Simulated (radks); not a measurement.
Fractional charge and spin in the 6s shell of lutetium: the spin-up occupation runs from 0 to 1 and the spin-down occupation from 0 to 1; the fullest corner is Lu, [Xe] 4f14 5d(up 0.5, down 0.5) 6s(up 1, down 1). Method: scalar-relativistic Kohn-Sham, r2SCAN, spin-polarised, spherical densities, finite nucleus; meta-GGA in the generalised Kohn-Sham scheme; Fermi nuclear charge, rms radius of each element as measured or else 0.836 A^(1/3) + 0.57 fm; computed with a radial shooting solver on a logarithmic mesh with Libxc functionals. Energy (eV) above the fullest corner. The planes named below are the two flat planes that join the four corners, with an edge along up + down = one added electron.

down \ up       0     0.5      1
0          20.247  12.995  6.968
0.5        12.995   7.390  2.939
1           6.968   2.939  0.000

Corners above the fullest one (they belong to Lu+ and the next ion): (up 1, down 0) 6.968 eV, (up 0, down 1) 6.968 eV, (up 0, down 0) 20.247 eV. With half an added electron in each spin the energy lies 0.422 eV from the planes, and with half an added electron in spin up alone -0.612 eV. The planes are only a guide here: the flat-plane condition holds for ground states with one frontier orbital, while this shell lies below other occupied shells, so the corners above the fullest one are inner-hole states and not the ground states of those ions.
